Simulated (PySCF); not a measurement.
Molecule: `InChI=1S/C2H4BCl3/c4-2-1-3(5)6/h1-2H2`.

Bonds (- single, = double, # triple, : aromatic): Cl1-C2 1.790 Å, C2-C3 1.512 Å, C3-B4 1.564 Å, B4-Cl5 1.751 Å, B4-Cl6 1.754 Å. C2 carries H7, H8; C3 carries H9, H10.

Geometry PBE0-D3(BJ)/def2-SVP throughout; GIAO in PySCF 2.14, gas phase, one conformer, non-relativistic; equivalent atoms averaged; functional PBE0.

Task: How do the shifts δ (against HCl, TMS, BF3·OEt2 at the same level) depend on the basis set? (ppm; last column core-seconds on 1 thread of an Arm Neoverse V2, shared host)

Result: 
| basis set | functions | Cl5/Cl6 | Cl1 | C2 | C3 | B4 | H7/H8 | H9/H10 | core-s |
| --- | --- | --- | --- | --- | --- | --- | --- | --- | --- |
| pcSseg-0 | 74 | 272.9 | 81.1 | 45.4 | 36.8 | 75.4 | 3.26 | 1.94 | 4.8 |
| 6-31G* | 104 | 228.9 | 68.3 | 41.1 | 32.9 | 61.0 | 3.35 | 1.80 | 7.8 |
| cc-pVDZ | 116 | 244.8 | 93.9 | 45.9 | 35.6 | 62.2 | 3.42 | 1.94 | 9.1 |
| def2-SVP | 116 | 247.0 | 87.6 | 43.2 | 32.8 | 61.3 | 3.30 | 1.83 | 8.1 |
| aug-cc-pVDZ | 186 | 260.4 | 105.8 | 45.4 | 34.4 | 60.2 | 3.68 | 2.26 | 18 |
| 6-311+G(2d,p) | 210 | 271.0 | 116.2 | 45.6 | 36.5 | 61.4 | 3.64 | 2.14 | 20 |
| def2-TZVP | 228 | 278.7 | 108.4 | 45.9 | 36.8 | 63.5 | 3.61 | 2.08 | 25 |
| cc-pVTZ | 248 | 267.3 | 102.4 | 45.7 | 36.5 | 62.7 | 3.64 | 2.11 | 29 |
| IGLO-III | 277 | 278.0 | 118.0 | 46.2 | 37.5 | 65.3 | 3.66 | 2.12 | 30 |

Task: Which nucleus moves most, in ppm?

Result: Cl5/Cl6 (chlorine bonded to B): from 228.9 ppm with 6-31G* to 278.7 ppm with def2-TZVP. The smallest spread is 0.43 ppm, at H7/H8. Proton shifts span only some 12 ppm, so a few tenths of a ppm matter as much there as several ppm in carbon.

Task: Taking the largest basis, IGLO-III (277 functions), as the yardstick, rank the others by their worst heavy-atom deviation.

Result: 6-311+G(2d,p) 7.0 ppm (210 functions), def2-TZVP 9.6 ppm (228 functions), cc-pVTZ 15.6 ppm (248 functions), aug-cc-pVDZ 17.6 ppm (186 functions), def2-SVP 31.0 ppm (116 functions), cc-pVDZ 33.2 ppm (116 functions), pcSseg-0 36.9 ppm (74 functions), 6-31G* 49.7 ppm (104 functions).

A small basis that lands close on one nucleus may do so by chance; judge by the trend and by all nuclei.
